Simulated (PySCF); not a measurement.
# Computed records: CH3Cl2Ge, CH6GeNO, CH4AlGeN

All values are calculated (PySCF 2.14.0). Calculation on a computer-drawn molecule: the log of a Hartree-Fock and frozen-core CCSD(T) single point meant for a local Hartree-Fock minimum, with one planted fault or none, to be diagnosed. Offsets are logged minus clean, where the clean run is the same molecule without the fault. The reference is restricted for singlets and unrestricted otherwise, and also for a bond in bohr or an excited solution. Adding or removing an electron swaps singlet and doublet. The excited solution moves the top pair (singlet) or top alpha electron (doublet) to the lowest empty orbital. Highest occupied and lowest empty are orbital energies over both spins, largest force is the largest gradient component, triples share is (T) over the correlation energy, the T1 limit is 0.02 restricted and 0.045 unrestricted, electrons count all cores, a negative frequency is imaginary (commonest isotopes), and the dipole is about the centre of nuclear charge; on germanium a core potential holds 10 electrons, which the energies leave out, and 3d is frozen in MP2 and coupled-cluster steps.

Common to all runs: meant charge 0; meant basis and core potential on germanium cc-pVDZ-PP ECP10MDF; logged SCF converged yes; possible faults no fault, one electron removed, one electron added, multiplicity raised by two, geometry at a saddle point, SCF held on an excited solution, minimal basis STO-3G, one bond length entered in bohr, all coordinates scaled.

```json
{"entry": 1, "formula": "CH3Cl2Ge", "logged_structure": {"atoms_angstrom": [["C", -0.1175, 0.7584, -1.8997], ["Ge", -0.6547, 1.8644, -0.3722], ["Cl", 1.0467, 3.0806, 0.2308], ["Cl", -1.1297, 0.5518, 1.2976], ["H", -0.9469, 0.1127, -2.1873], ["H", 0.163, 1.4041, -2.7316], ["H", 0.7369, 0.1533, -1.5934]]}, "given": {"meant_multiplicity": 2, "meant_basis": "cc-pV(D+d)Z", "logged_electrons": 75, "logged_basis_functions": 98, "logged_spin_squared": 3.7966, "logged_highest_occupied [eV]": -4.11, "logged_lowest_empty [eV]": -3.8525, "logged_largest_force [hartree/bohr]": 0.08608, "logged_dipole_magnitude [debye]": 4.8823, "logged_SCF_stable_within_its_kind": "no", "logged_energy_HF [hartree]": -1251.79483, "drawn_bonds_atom": [1, 2, 2, 1, 1, 1], "drawn_bonds_other_atom": [2, 3, 4, 5, 6, 7], "drawn_bonds_order": [1, 1, 1, 1, 1, 1]}, "results": {"planted_fault": "multiplicity raised by two", "HF_energy_offset_from_clean_run [kcal/mol]": 177.9}, "notes": ["coupled-cluster numbers left out as unreliable"]}
{"entry": 2, "formula": "CH6GeNO", "logged_structure": {"atoms_angstrom": [["C", 0.5703, 0.9976, 0.9033], ["Ge", -0.0007, -0.3854, -0.3755], ["N", -0.5963, -1.8404, 0.5943], ["O", -1.4402, 0.1732, -1.2787], ["H", 0.8126, 1.9182, 0.3714], ["H", 1.4501, 0.667, 1.4589], ["H", -0.2466, 1.1912, 1.6028], ["H", 0.0403, -2.1644, 1.3034], ["H", -0.8723, -2.6357, 0.0428], ["H", -2.2575, -0.0861, -0.8741]]}, "given": {"meant_multiplicity": 2, "meant_basis": "cc-pVDZ", "logged_electrons": 59, "logged_basis_functions": 95, "logged_spin_squared": 1.0939, "logged_highest_occupied [eV]": -1.6624, "logged_lowest_empty [eV]": -0.38864, "logged_largest_force [hartree/bohr]": 0.031113, "logged_dipole_magnitude [debye]": 1.3713, "logged_SCF_stable_within_its_kind": "no", "logged_energy_HF [hartree]": -463.84059, "drawn_bonds_atom": [1, 2, 2, 1, 1, 1, 3, 3, 4], "drawn_bonds_other_atom": [2, 3, 4, 5, 6, 7, 8, 9, 10], "drawn_bonds_order": [1, 1, 1, 1, 1, 1, 1, 1, 1]}, "results": {"planted_fault": "SCF held on an excited solution", "HF_energy_offset_from_clean_run [kcal/mol]": 142.3}, "notes": ["coupled-cluster numbers left out as unreliable"]}
{"entry": 3, "formula": "CH4AlGeN", "logged_structure": {"atoms_angstrom": [["C", 0.7418, -1.2957, 1.8317], ["Ge", -0.525, -1.1682, 0.2781], ["Al", 0.4545, 1.0276, -0.7243], ["N", 1.0121, 2.3766, -1.3883], ["H", 0.6572, -0.4148, 2.4761], ["H", 0.5169, -2.187, 2.4201], ["H", 1.7805, -1.3476, 1.4908], ["H", 1.3647, 3.211, -1.7909]]}, "given": {"meant_multiplicity": 1, "meant_basis": "cc-pV(D+d)Z", "logged_electrons": 61, "logged_basis_functions": 94, "logged_spin_squared": 1.0077, "logged_highest_occupied [eV]": -13.601, "logged_lowest_empty [eV]": -4.8178, "logged_largest_force [hartree/bohr]": 0.069003, "logged_T1_diagnostic": 0.051734, "logged_D1_diagnostic": 0.21549, "logged_triples_share": 0.02883, "logged_CC_converged": "yes", "logged_dipole_magnitude [debye]": 3.8969, "logged_SCF_stable_within_its_kind": "yes", "logged_energy_HF [hartree]": -629.66204, "logged_energy_CCSD(T) [hartree]": -630.11235, "drawn_bonds_atom": [1, 2, 3, 1, 1, 1, 4], "drawn_bonds_other_atom": [2, 3, 4, 5, 6, 7, 8], "drawn_bonds_order": [1, 1, 2, 1, 1, 1, 1]}, "results": {"planted_fault": "one electron removed", "HF_energy_offset_from_clean_run [kcal/mol]": 135.5, "CCSD(T)_energy_offset_from_clean_run [kcal/mol]": 175.8}, "notes": ["T1 above single-reference limit"]}
```
